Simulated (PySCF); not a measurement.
AlCl₃, SMILES [Cl][Al+]([Cl])[Cl] (connectivity only; charge and spin as stated), charge +1, multiplicity 2.

Coordinates come from a PBE0-D3(BJ)/def2-SVP optimisation.

Computed with PySCF with PBE0-D3(BJ)/def2-SVP.

Frequencies are harmonic and unscaled.

```csv
mode,ν (cm⁻¹),IR (km/mol),moving atoms (share of kinetic energy)
1,103,10.0,"Cl 72 %, Al 28 %"
2,146,42.2,"Al 79 %, Cl 21 %"
3,167,5.3,Cl 93 %
4,383,0.7,Cl 99 %
5,407,0.8,"Al 51 %, Cl 49 %"
6,733,163.6,"Al 71 %, Cl 29 %"
```
